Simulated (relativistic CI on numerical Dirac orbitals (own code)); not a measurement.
**Line list: Electric-dipole lines, Rb VI**

Calculated at this level of theory: Dirac-Coulomb-Breit CI, KLI orbitals optimised for each configuration, a model potential for QED, valence Slater integrals scaled by 0.85, P86 correlation energy added to each configuration (own radial code, finite nucleus).

Configuration list (outside the closed core [Ar] 3d10): 4s²4p², 4s4p³, 4s²4p4d, 4p⁴, 4s4p²4d, 4s²4p4f, 4s²4p5s, 4s4p²4f, 4s²4p5p, 4p³4d, 4s²4p5d, 4s²4p6s, 4s4p²5s, 4s²4d², 4s4d³, 4s4d²4f, 4p²4d², 4p4d³, 4p4d²4f, 4p4d²5s, 4s²4f², 4s4d4f², 4s4f³. Double excitations out of closed p, d and f shells are left out; levels of such configurations are missing from the list, as are those of other unlisted configurations, and high levels can miss mixing partners. These lack a partner that the ground configuration has and come out too high: 4s4p²5s, 4s²4p5p, 4s²4p5d, 4s²4p6s.

```csv
λ vac (nm),Lower,Upper,A (s⁻¹),gf,Branching (%)
38.660,4s²4p² ¹D2 [4],4s²4p4d ¹F°3 [26],5.25e+10,8.23e+00,94.8
38.800,4s²4p² ³P1 [2],4s²4p4d ³P°1 [23],2.82e+10,1.91e+00,65.6
38.980,4s²4p² ³P0 [1],4s²4p4d ³P°1 [20],3.76e+10,2.57e+00,88.2
39.313,4s²4p² ³P2 [3],4s²4p4d ³D°2 [25],2.50e+10,2.90e+00,54.8
39.362,4s²4p² ³P1 [2],4s²4p4d ¹D°2 [21],1.75e+10,2.04e+00,46.0
39.386,4s²4p² ³P2 [3],4s²4p4d ³D°3 [24],4.80e+10,7.81e+00,96.0
39.527,4s4p³ ³D°2 [8],4s4p²4d ³F3 [78],4.11e+10,6.74e+00,79.2
39.540,4s4p³ ³D°3 [9],4s4p²4d ³F4 [80],4.72e+10,9.96e+00,99.8
39.634,4s4p³ ³D°1 [7],4s4p²4d ³F2 [75],3.73e+10,4.40e+00,91.4
39.661,4s4p³ ⁵S°2 [6],4s4p²4d ⁵P1 [55],5.08e+10,3.59e+00,99.7
39.841,4s4p³ ⁵S°2 [6],4s4p²4d ⁵P2 [52],4.95e+10,5.89e+00,99.4
40.155,4s4p³ ⁵S°2 [6],4s4p²4d ⁵P3 [51],4.85e+10,8.20e+00,99.5
40.423,4s²4p² ³P1 [2],4s²4p4d ³P°2 [19],1.48e+10,1.81e+00,41.8
41.050,4s4p³ ³P°2 [12],4s4p²4d ³D3 [88],3.67e+10,6.49e+00,96.8
41.194,4s²4p² ¹S0 [5],4s²4p4d ¹P°1 [27],3.63e+10,2.77e+00,98.3
42.273,4s²4p4d ³D°3 [24],4s²4d² ³F4 [143],7.25e+10,1.75e+01,83.1
42.419,4s²4p² ¹D2 [4],4s²4p4d ¹D°2 [21],2.01e+10,2.71e+00,52.6
42.459,4s²4p4d ³D°2 [25],4s²4d² ³F3 [142],4.72e+10,8.93e+00,52.8
42.511,4s²4p4d ¹F°3 [26],4s²4d² ¹G4 [150],9.14e+10,2.23e+01,98.3
42.782,4s4p³ ¹D°2 [13],4s²4p4f ¹F3 [93],3.29e+10,6.31e+00,87.3
45.408,4s²4p4d ¹D°2 [21],4s4p²4d ¹F3 [133],3.04e+10,6.59e+00,36.6
46.098,4s²4p4d ³F°3 [17],4s4p²4d ³F3 [110],1.96e+10,4.37e+00,43.1
46.606,4s²4p4d ³F°4 [18],4s4p²4d ³F4 [114],2.61e+10,7.65e+00,59.8
47.856,4s²4p4d ³F°3 [17],4s²4p4f ³G4 [102],2.23e+10,6.90e+00,93.5
48.091,4s²4p4d ³F°2 [16],4s²4p4f ³G3 [100],3.05e+10,7.41e+00,91.4
48.293,4s²4p4d ³P°2 [19],4s4p²4d ³D3 [125],2.09e+10,5.12e+00,37.6
48.590,4s²4p4d ³F°4 [18],4s²4p4f ³G5 [104],3.13e+10,1.22e+01,100.0
49.493,4s²4p² ³P2 [3],4s4p³ ³S°1 [14],1.79e+10,1.97e+00,57.1
50.465,4s4p²4d ⁵F4 [39],4s4p²4f ⁵G°5 [168],2.34e+10,9.83e+00,96.0
50.526,4s4p²4d ⁵F5 [41],4s4p²4f ⁵G°6 [170],2.44e+10,1.22e+01,99.9
```

Terms are leading LS components. Brackets give the number of a level in order of energy, since labels repeat. The list gives strong lines, with weight on those to low levels, without lines whose two gauges differ by over a factor of 2.5, among the lowest 200 of 1545 levels, so that lines to higher ones, which can be the strongest, are missing. Levels whose partners in the same complex of configurations lie outside the list can be far off, and so can their lines. Rates are taken at the computed energies, electric ones in the length gauge.

At this charge configurations can still be misplaced by up to about 7 % of their energy. 13 of the 13 excited levels that our extract of the measured tables holds in this range could be paired (the sources list more); they are missed by 2373 cm⁻¹ on average and 4104 at most, and levels without a partner can miss by more.

(1) From the table, what is the radiative lifetime of 4s²4p4d ¹D°2?

Answers

(1) The listed rates from this level add up to about 3.76e+10 s⁻¹, 99 % of its decay; with all channels τ = 2.62e-11 s.

LS names give the leading component of a level, which can be under half, so a name can repeat, a term be missing and a line seem to break the LS rules.
